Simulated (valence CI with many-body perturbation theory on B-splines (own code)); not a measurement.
## Sn XXXVI: key properties

Level of theory: valence CI with perturbative core correlation (CI+MBPT): five valence electrons over a frozen Dirac-Fock core [Ne], radial functions for each j: 11 s, 11 p, 10 d, 8 f, 5 g, 2 h, with the one-electron correlation potential Σ1, the two-electron term Σ2, the three-electron term Σ3, Breit, model QED; selected CI, second order for the rest, scaled by the run's own slope (own B-spline code, finite nucleus).

No measured spectrum was set against this ion. As an estimate, large intervals hold to a few tenths of a per cent, small ones and those within an open d or f shell to about a per cent. Among the levels kept, up to 4300 cm⁻¹ of a level comes from second order outside the variational space, and about a tenth of that is noise between levels of different J, which matters for small intervals.

Levels are named by their leading jj configuration (3d3/2^4 stands for four electrons in 3d with j = 3/2), which in mixed levels can hold well under half, so a name can repeat and another be missing.

Rates and lifetimes use the calculated energies. Strong lines usually hold to 10 to 20 %, long lifetimes can be off by a factor of two.

(1) What is the ground level?

(2) Among levels below 454.31 eV, which E1 lines absorb most strongly from the ground level?

(3) What is the ionisation energy?

(4) Where does the other parity begin?

(5) How well does LS coupling describe the low levels?

(6) Name the longest-lived excited levels whose lifetime is computed, and their main decay.

Answers

(1) (3s^2 3p1/2^2 3p3/2) J=3/2, composition 42 % 3s²3p³ ²P° + 34 % 3s²3p³ ⁴S° + 23 % 3s²3p³ ²D°, g = 1.429.

(2) to (3s^2 3p1/2 3p3/2 3d3/2) J=3/2 at 5.827 nm, f = 0.273; to (3s^2 3p1/2 3p3/2 3d3/2) J=5/2 at 5.970 nm, f = 0.208; to (3s^2 3p1/2 3p3/2 3d3/2) J=5/2 at 5.679 nm, f = 0.0984.

(3) 2308.5 eV; NIST lists 2326 ± 9 eV (semi-empirical).

(4) At (3s^2 3p1/2^2 3d3/2) J=3/2, 136.02 eV.

(5) Among the lowest 20 levels the leading LS term, summed over configurations, holds 53 % on average. For single configurations the figures are 48 % in LS and 80 % in jj coupling. Terms mix most in the J = 5/2 level at 159.57 eV, where the leading one holds 28 %.

(6) (3s^2 3p1/2 3p3/2^2) J=5/2 at 55.27 eV lives 4.33 μs, mostly by M1 to (3s^2 3p1/2^2 3p3/2) J=3/2; (3s^2 3p1/2 3p3/2^2) J=1/2 at 64.33 eV lives 938 ns, mostly by M1 to (3s^2 3p1/2^2 3p3/2) J=3/2; (3s^2 3p1/2 3p3/2^2) J=3/2 at 47.93 eV lives 823 ns, mostly by M1 to (3s^2 3p1/2^2 3p3/2) J=3/2. The lifetime of (3s^2 3p1/2 3p3/2 3d5/2) J=9/2 is too uncertain to give, and may be longer.
